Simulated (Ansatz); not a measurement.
`FB[SiH2]S` + H₂ → `BF` + `[SiH3]S` at 400 K and 1 bar (hydrogenolysis of a B–Si bond).

Program: Ansatz. Geometries: PBE0-D4/def2-TZVP. ΔE: electronic, gas phase. CCSD(T)/CBS adds triple-zeta CCSD(T) − MP2 to the extrapolated MP2 energy (def2 sets, frozen cores). This one scheme is used for every species. One conformer a species, not always the lowest.

| species | CCSD(T)/CBS energy (Eh) | H − E (kJ/mol) | S (J/(mol·K)) |
| --- | --- | --- | --- |
| `FB[SiH2]S` | -813.90074 | 139.7 | 371.3 |
| H₂ | -1.17544 | 38.0 | 139.0 |
| `BF` | -125.82039 | 73.4 | 234.2 |
| `[SiH3]S` | -689.27336 | 109.8 | 293.0 |

H − E and S are ideal-gas, rigid-rotor, harmonic terms from PBE0-D4/def2-TZVP, for one conformer and one mirror image of each species. The MP2-based limit puts H₂ 0.8 mEh under its directly extrapolated value; such offsets cancel only in part. 1 Eh = 2625.50 kJ/mol, R = 8.31446 J/(mol·K).

Question: By hand: ΔE, ΔH, ΔS and ΔG.

Answer: ΔE = (-125.82039) + (-689.27336) − (-813.90074) − (-1.17544) = -0.01757 Eh = -46.1 kJ/mol. Δ(H − E) = 73.4 + 109.8 − 139.7 − 38.0 = 5.5, so ΔH = -40.6 kJ/mol. ΔS = 234.2 + 293.0 − 371.3 − 139.0 = 16.9 J/(mol·K). ΔG = -40.6 − 400 × (16.9)/1000 = -47.4 kJ/mol.

Question: By hand: the equilibrium constant, and the temperature at which ΔG would vanish if ΔH and ΔS stayed fixed.

Answer: log₁₀ K = −ΔG/(RT ln 10) = 6.2. ΔH and −TΔS have one sign here, so there is no such temperature.

ΔH outweighs TΔS. A doubt of 5 kJ/mol in ΔE shifts log₁₀ K by 0.7 here. Other conformers and mirror images would add mixing entropy, several J/(mol·K) or more a flexible species. Modes under 60 cm⁻¹, often nearly free rotors, make the harmonic entropy too high. These are equilibria of isolated gas molecules and say nothing of rates. Largest T1 diagnostic: 0.014 (customary marks: 0.02 for closed shells, 0.045 for open ones).
